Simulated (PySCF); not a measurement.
Electron correlation in Sc+ (scandium, charge +1)

[Ar] 3d2, high-spin 3F determinant (an excited configuration). Calculation: PySCF 2.14, in x2c-TZVPPall (6s5p4d2f1g, 64 functions); the spin-free X2C one-electron Hamiltonian (Gaussian nucleus). Frozen: [Ne]; 10 electrons correlated.

MP2 pair energies summed by pair of shells (mhartree):

```tsv
pair	energy	share (%)
3p-3p	-110.45	55.5
3p-3d	-47.79	24.0
3s-3p	-22.33	11.2
3s-3d	-7.90	4.0
3s-3s	-5.69	2.9
3d-3d	-4.97	2.5
```

Total MP2 correlation energy: -199.13 mhartree.

Same-spin part -60.80 and opposite-spin part -138.34 mhartree; SCS-MP2 scales them by 1/3 and 6/5 to -186.27 mhartree.

This basis was not built for core-valence correlation, so the inner-shell part is incomplete.
